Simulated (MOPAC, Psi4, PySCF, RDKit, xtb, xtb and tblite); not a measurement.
Two geometries of SMILES OB(O)c1ccc(O)cc1, relaxed at GFN2-xTB with one dihedral held; other torsions can differ between them too.

Structure A

```
17

O      2.8666    -1.2695     0.2257
B      2.2615    -0.0700     0.1277
O      3.0506     1.0405     0.0498
C      0.6793     0.0021     0.1712
C      0.0267     0.7323     1.1655
C     -1.3503     0.7786     1.2479
C     -2.1223     0.0854     0.3219
O     -3.4781     0.1560     0.4257
C     -1.4935    -0.6535    -0.6725
C     -0.1134    -0.6979    -0.7350
H      3.8241    -1.2236     0.2131
H      2.5948     1.8786     0.0010
H      0.6128     1.2748     1.8948
H     -1.8482     1.3418     2.0215
H     -3.8850    -0.3774    -0.2677
H     -2.0895    -1.1999    -1.3929
H      0.3630    -1.2852    -1.5058
```

Structure B

```
17

O      2.7573     0.5965    -1.2605
B      2.2526     0.0774    -0.1194
O      3.1325    -0.4572     0.7748
C      0.6906     0.1197     0.1063
C     -0.1677     0.3871    -0.9603
C     -1.5384     0.4171    -0.7981
C     -2.0964     0.1807     0.4531
O     -3.4400     0.1995     0.6633
C     -1.2612    -0.0839     1.5338
C      0.1061    -0.1149     1.3529
H      3.7111     0.5292    -1.3210
H      2.7508    -0.8264     1.5689
H      0.2624     0.5754    -1.9317
H     -2.1843     0.6251    -1.6420
H     -3.8962     0.3980    -0.1635
H     -1.7049    -0.2617     2.5008
H      0.7331    -0.3152     2.2122
```

Which is lower in energy at the level Psi4 with B3LYP-D3(BJ)/def2-SVP // GFN2-xTB, and by how much?

B is lower, by 2.87 kcal/mol (dihedral O1–B2–C4–C5: 120° in A, 15° in B).

E(B) − E(A) in kcal/mol at the other levels, on the same two geometries: GFN2-xTB (xtb and tblite) -1.54; B3LYP/def2-SVP // GFN2-xTB (Psi4) -2.75; PBE/def2-SVP // GFN2-xTB (Psi4) -2.75; PBE-D3(BJ)/def2-SVP // GFN2-xTB (Psi4) -2.82; UFF // GFN2-xTB (RDKit) -4.39; PM7, restricted, heats of formation // GFN2-xTB (MOPAC) -0.77; PM3, restricted, heats of formation // GFN2-xTB (MOPAC) -0.38; GFN1-xTB // GFN2-xTB (xtb) -2.18; restricted B3LYP/6-31G*, spherical d, density fitting // GFN2-xTB (PySCF) -2.94; restricted B3LYP/6-311+G**, spherical d, density fitting // GFN2-xTB (PySCF) -2.90.
